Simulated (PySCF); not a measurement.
anisole (C7H8O), SMILES COc1ccccc1.

Coordinates come from a r2SCAN-D4/def2-SVP optimisation. Other conformers were not sampled.

Calculation: r2SCAN-D4/def2-SVP (PySCF).

Frequencies are harmonic and unscaled.

```json
[
 {"mode": "1", "ν (cm⁻¹)": "101", "IR (km/mol)": "4.1", "moving atoms (share of kinetic energy)": "C 55 %, H 27 %, O 19 %"},
 {"mode": "2", "ν (cm⁻¹)": "216", "IR (km/mol)": "0.3", "moving atoms (share of kinetic energy)": "H 46 %, C 35 %, O 19 %"},
 {"mode": "3", "ν (cm⁻¹)": "264", "IR (km/mol)": "2.5", "moving atoms (share of kinetic energy)": "C 71 %, H 27 %"},
 {"mode": "4", "ν (cm⁻¹)": "286", "IR (km/mol)": "0.3", "moving atoms (share of kinetic energy)": "H 66 %, C 20 %, O 14 %"},
 {"mode": "5", "ν (cm⁻¹)": "426", "IR (km/mol)": "0.0", "moving atoms (share of kinetic energy)": "C 72 %, H 28 %"},
 {"mode": "6", "ν (cm⁻¹)": "450", "IR (km/mol)": "1.1", "moving atoms (share of kinetic energy)": "C 69 %, O 16 %, H 15 %"},
 {"mode": "7", "ν (cm⁻¹)": "520", "IR (km/mol)": "8.3", "moving atoms (share of kinetic energy)": "C 64 %, H 32 %"},
 {"mode": "8", "ν (cm⁻¹)": "559", "IR (km/mol)": "5.5", "moving atoms (share of kinetic energy)": "C 48 %, O 38 %, H 14 %"},
 {"mode": "9", "ν (cm⁻¹)": "623", "IR (km/mol)": "0.5", "moving atoms (share of kinetic energy)": "C 91 %, H 8 %"},
 {"mode": "10", "ν (cm⁻¹)": "710", "IR (km/mol)": "28.4", "moving atoms (share of kinetic energy)": "C 50 %, H 50 %"},
 {"mode": "11", "ν (cm⁻¹)": "767", "IR (km/mol)": "47.3", "moving atoms (share of kinetic energy)": "C 50 %, H 49 %"},
 {"mode": "12", "ν (cm⁻¹)": "806", "IR (km/mol)": "14.0", "moving atoms (share of kinetic energy)": "C 68 %, O 19 %, H 13 %"},
 {"mode": "13", "ν (cm⁻¹)": "824", "IR (km/mol)": "0.1", "moving atoms (share of kinetic energy)": "H 79 %, C 21 %"},
 {"mode": "14", "ν (cm⁻¹)": "893", "IR (km/mol)": "7.7", "moving atoms (share of kinetic energy)": "H 64 %, C 35 %"},
 {"mode": "15", "ν (cm⁻¹)": "972", "IR (km/mol)": "0.0", "moving atoms (share of kinetic energy)": "H 73 %, C 27 %"},
 {"mode": "16", "ν (cm⁻¹)": "995", "IR (km/mol)": "0.2", "moving atoms (share of kinetic energy)": "H 78 %, C 22 %"},
 {"mode": "17", "ν (cm⁻¹)": "1005", "IR (km/mol)": "0.4", "moving atoms (share of kinetic energy)": "C 87 %, H 13 %"},
 {"mode": "18", "ν (cm⁻¹)": "1045", "IR (km/mol)": "1.7", "moving atoms (share of kinetic energy)": "C 58 %, H 41 %"},
 {"mode": "19", "ν (cm⁻¹)": "1089", "IR (km/mol)": "42.4", "moving atoms (share of kinetic energy)": "C 49 %, O 32 %, H 19 %"},
 {"mode": "20", "ν (cm⁻¹)": "1098", "IR (km/mol)": "21.2", "moving atoms (share of kinetic energy)": "H 63 %, C 33 %"},
 {"mode": "21", "ν (cm⁻¹)": "1162", "IR (km/mol)": "2.2", "moving atoms (share of kinetic energy)": "H 93 %"},
 {"mode": "22", "ν (cm⁻¹)": "1166", "IR (km/mol)": "0.4", "moving atoms (share of kinetic energy)": "H 76 %, C 19 %"},
 {"mode": "23", "ν (cm⁻¹)": "1179", "IR (km/mol)": "14.2", "moving atoms (share of kinetic energy)": "H 89 %, C 10 %"},
 {"mode": "24", "ν (cm⁻¹)": "1200", "IR (km/mol)": "2.5", "moving atoms (share of kinetic energy)": "H 70 %, C 25 %"},
 {"mode": "25", "ν (cm⁻¹)": "1300", "IR (km/mol)": "236.9", "moving atoms (share of kinetic energy)": "C 54 %, O 27 %, H 19 %"},
 {"mode": "26", "ν (cm⁻¹)": "1322", "IR (km/mol)": "0.5", "moving atoms (share of kinetic energy)": "H 71 %, C 27 %"},
 {"mode": "27", "ν (cm⁻¹)": "1411", "IR (km/mol)": "15.5", "moving atoms (share of kinetic energy)": "C 93 %"},
 {"mode": "28", "ν (cm⁻¹)": "1458", "IR (km/mol)": "10.4", "moving atoms (share of kinetic energy)": "H 82 %, C 16 %"},
 {"mode": "29", "ν (cm⁻¹)": "1464", "IR (km/mol)": "7.8", "moving atoms (share of kinetic energy)": "H 97 %"},
 {"mode": "30", "ν (cm⁻¹)": "1476", "IR (km/mol)": "33.1", "moving atoms (share of kinetic energy)": "H 79 %, C 20 %"},
 {"mode": "31", "ν (cm⁻¹)": "1489", "IR (km/mol)": "9.3", "moving atoms (share of kinetic energy)": "H 50 %, C 49 %"},
 {"mode": "32", "ν (cm⁻¹)": "1531", "IR (km/mol)": "105.2", "moving atoms (share of kinetic energy)": "C 62 %, H 34 %"},
 {"mode": "33", "ν (cm⁻¹)": "1640", "IR (km/mol)": "20.2", "moving atoms (share of kinetic energy)": "C 92 %"},
 {"mode": "34", "ν (cm⁻¹)": "1665", "IR (km/mol)": "82.2", "moving atoms (share of kinetic energy)": "C 91 %, H 8 %"},
 {"mode": "35", "ν (cm⁻¹)": "2996", "IR (km/mol)": "61.5", "moving atoms (share of kinetic energy)": "H 97 %"},
 {"mode": "36", "ν (cm⁻¹)": "3079", "IR (km/mol)": "36.8", "moving atoms (share of kinetic energy)": "H 90 %, C 10 %"},
 {"mode": "37", "ν (cm⁻¹)": "3160", "IR (km/mol)": "16.7", "moving atoms (share of kinetic energy)": "H 91 %, C 9 %"},
 {"mode": "38", "ν (cm⁻¹)": "3175", "IR (km/mol)": "2.1", "moving atoms (share of kinetic energy)": "H 92 %"},
 {"mode": "39", "ν (cm⁻¹)": "3183", "IR (km/mol)": "9.7", "moving atoms (share of kinetic energy)": "H 92 %, C 8 %"},
 {"mode": "40", "ν (cm⁻¹)": "3199", "IR (km/mol)": "15.2", "moving atoms (share of kinetic energy)": "H 91 %, C 9 %"},
 {"mode": "41", "ν (cm⁻¹)": "3206", "IR (km/mol)": "6.8", "moving atoms (share of kinetic energy)": "H 91 %, C 9 %"},
 {"mode": "42", "ν (cm⁻¹)": "3215", "IR (km/mol)": "4.2", "moving atoms (share of kinetic energy)": "H 91 %, C 9 %"}
]
```
